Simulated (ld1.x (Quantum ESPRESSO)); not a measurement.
**copper (Cu): one change to a TM potential, before and after**

* Element: copper (Cu)
* Generator: ld1.x (Quantum ESPRESSO) 7.5
* Type: norm-conserving Troullier–Martins (Kleinman–Bylander form)
* Functional: PBE
* Relativity: fully relativistic
* Frozen core: [Ar]
* Valence charge: 11
* Reference configuration: 3d10 4s1 4p0
* Partial waves: 4s (bound): rc 1.55 bohr; 4p (bound, empty): rc 2.60 bohr; 3d (bound): rc 1.10 bohr
* Local potential: all-electron potential smoothed inside 1.25 bohr (lloc = -2)
* Core correction: a·sin(br)/r model core inside 0.65 bohr

Open shells are filled in proportion to 2j + 1 (rel_dist='average').

Change: core correction none.

Cutoffs: the cutoffs (Ry, on a coarse ladder) from which the occupation-weighted sum of valence levels, in a spherical-Bessel basis at the reference potential, stays within 10 and 1 mRy of its value at 400 Ry; they do not see the model core or the augmentation charge, which bear on the density cutoff. Errors are all-electron minus pseudo energies relative to the spin-unpolarised reference configuration.

Predict the effect on cutoff, ghosts and configuration errors.

The number of tests with a reliable result goes from 6 to 7; of the 6 tests that both files solve, the error grows in 1 and shrinks in 4 by more than 15 % and 0.3 meV (median size 12.0 → 7.8 meV); neither file shows a bound ghost.

```tsv
quantity	base	changed
cutoff, loose	200 Ry	200 Ry
cutoff, tight	over 300 Ry	over 300 Ry
bound ghosts	none	none
tests with a reliable result	6 of 7	7 of 7
error for 3d10 4s0 4p0, meV [ΔE 8.15 eV]	-13	+5.2
error for 3d9 4s0 4p0, meV [ΔE 29.48 eV]	-58	+40
error for 3d8 4s0 4p0, meV [ΔE 68.50 eV]	-527	-194
error for 3d10 4s0 4p1, meV [ΔE 4.14 eV]	-2.5	+3.6
error for 3d9 4s1 4p0, meV [ΔE 11.58 eV]	-11	+10
error for 3d10 4s0.5 4p0, meV [ΔE 3.16 eV]	-2.5	+0.5
s: phases at 2.86 bohr within 0.05 rad from the reference energy up to (Ry; the scan ends near 5)	0.8	0.8
p1/2: phases at 2.86 bohr within 0.05 rad from the reference energy up to (Ry; the scan ends near 5)	2.2	2.2
p3/2: phases at 2.86 bohr within 0.05 rad from the reference energy up to (Ry; the scan ends near 5)	2.2	2.2
d3/2: phases at 2.86 bohr within 0.05 rad from the reference energy up to (Ry; the scan ends near 5)	to the end of the scan	to the end of the scan
d5/2: phases at 2.86 bohr within 0.05 rad from the reference energy up to (Ry; the scan ends near 5)	to the end of the scan	to the end of the scan
```
